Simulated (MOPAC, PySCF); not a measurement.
C$_{3}$H$_{4}$F$_{2}$, SMILES `C=CC(F)F` (C–C–C–F torsion 126°), neutral singlet in the gas phase. 

Cartesian coordinates (Å):
SMILES: FC(C=C)F
```xyz
9

C      1.2535    -0.5692     0.2509
C      0.2824    -0.0824    -0.5049
C     -1.0362     0.3785     0.0229
F     -1.2770     1.6663    -0.3942
F     -1.0650     0.3817     1.3876
H      2.1900    -0.8925    -0.1832
H      1.1434    -0.6565     1.3235
H      0.3862     0.0041    -1.5806
H     -1.8773    -0.2299    -0.3220
```
Charge 0, multiplicity 1.

All levels are single points at this geometry (B3LYP-D3(BJ)/def2-TZVP); Pople sets use spherical d functions. Orbital energies aren't observables, and empty levels follow the basis.

PBE-D3(BJ)/def2-TZVP in PySCF gives HOMO (eV) = -7.23.

Question: Estimate the HOMO (eV) from each of these levels: TPSSh-D3(BJ)/def2-TZVP in PySCF; B3LYP/3-21G in PySCF; BP86/6-31G* in PySCF; SVWN5/6-31G* in PySCF; PM3 in MOPAC.

Answer: 
```json
[
 {"level": "TPSSh-D3(BJ)/def2-TZVP in PySCF", "HOMO (eV)": "-7.71"},
 {"level": "B3LYP/3-21G in PySCF", "HOMO (eV)": "-7.91"},
 {"level": "BP86/6-31G* in PySCF", "HOMO (eV)": "-6.91"},
 {"level": "SVWN5/6-31G* in PySCF", "HOMO (eV)": "-6.98"},
 {"level": "PM3 in MOPAC", "HOMO (eV)": "-11.12"}
]
```
